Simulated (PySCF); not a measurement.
Compound: C₆H₆S.
SMILES with atom numbers: `[SH:1][c:2]1[cH:3][cH:4][cH:5][cH:6][cH:7]1`

Structure used (GFN2-xTB), in Å, numbered top down from 1:
```
atom  x, y, z in Å
S1     2.828   -0.265    0.175
C2     1.066   -0.139    0.067
C3     0.317   -1.306    0.146
C4    -1.061   -1.243    0.067
C5    -1.697   -0.022   -0.088
C6    -0.947    1.139   -0.165
C7     0.433    1.087   -0.090
H8     3.070    1.040    0.061
H9     0.818   -2.254    0.268
H10   -1.640   -2.152    0.127
H11   -2.774    0.025   -0.147
H12   -1.434    2.095   -0.285
H13    1.015    1.995   -0.153
```

NICS = −σ at a ghost point: NICS(0) at the centroid of the ring atoms, NICS(1) 1 Å to either side along the normal of their mean plane, zz for the tensor component along that normal. Level: GIAO PBE0/pcSseg-1 (PySCF, non-relativistic, gas phase) on the GFN2-xTB geometry, one conformer.

Ring bond lengths (Å), with Mayer bond orders in brackets: C2–C3 1.389 (1.37), C3–C4 1.382 (1.46), C4–C5 1.385 (1.43), C5–C6 1.384 (1.43), C6–C7 1.383 (1.46), C7–C2 1.388 (1.36).

Q: What do the NICS probes read (ppm)?

A: 
| ring | type | NICS(0) | NICS(1), two faces | NICS(1)zz, two faces | rms pucker (Å) | centre to ring atoms, mean (Å) |
| --- | --- | --- | --- | --- | --- | --- |
| C2–C3–C4–C5–C6–C7 | 6-membered carbocycle; formal bonds all aromatic | -8.3 | -10.7 / -10.7 | -26.8 / -26.8 | 0.00 | 1.39 |

Q: What do they say, and how far can they be read as aromaticity?

A: 
- C2–C3–C4–C5–C6–C7: mean NICS(1)zz -26.8 ppm, shielded. For a flat ring without four-coordinate atoms the NICS criterion counts such a value as aromatic.

Q: And the bond-length index? Use HOMA with the parameters of Krygowski (1993).

A: 
- C2–C3–C4–C5–C6–C7: HOMA 1.00 = 1 − EN − GEO, with mean bond length 1.385 Å, EN = α(Ropt − mean)² = 0.002 and GEO = α × variance = 0.002. The geometric and the magnetic index point the same way.

Q: What is the mean of the two in-plane components of NICS at the second NICS(1) probe listed for ring C2–C3–C4–C5–C6–C7, 1 Å off the ring?

A: The isotropic value is a third of the trace: (3 × -10.7 − (-26.8))/2 = -2.6 ppm.

Q: What are the shieldings of the ring atoms and their hydrogens in the same run (means over atoms taken as equivalent)?

A: 
```json
{"atoms": "C2", "environment": "substituted aromatic carbon", "σ isotropic (ppm)": "43.8", "principal values of the symmetric part, first atom (ppm)": "-51.6, 28.6, 154.4"}
{"atoms": "C3 (×2)", "environment": "aromatic CH carbon", "σ isotropic (ppm)": "56.1", "principal values of the symmetric part, first atom (ppm)": "-47.5, 48.3, 170.7"}
{"atoms": "C4 (×2)", "environment": "aromatic CH carbon", "σ isotropic (ppm)": "52.3", "principal values of the symmetric part, first atom (ppm)": "-58.2, 38.3, 177.3"}
{"atoms": "C5", "environment": "aromatic CH carbon", "σ isotropic (ppm)": "58.1", "principal values of the symmetric part, first atom (ppm)": "-49.4, 43.1, 180.7"}
{"atoms": "H9 (×2)", "environment": "aromatic hydrogen", "σ isotropic (ppm)": "24.40", "principal values of the symmetric part, first atom (ppm)": "20.2, 23.5, 29.3"}
{"atoms": "H10 (×2)", "environment": "aromatic hydrogen", "σ isotropic (ppm)": "24.26", "principal values of the symmetric part, first atom (ppm)": "21.0, 24.7, 26.9"}
{"atoms": "H11", "environment": "aromatic hydrogen", "σ isotropic (ppm)": "24.48", "principal values of the symmetric part, first atom (ppm)": "21.4, 25.2, 26.8"}
```
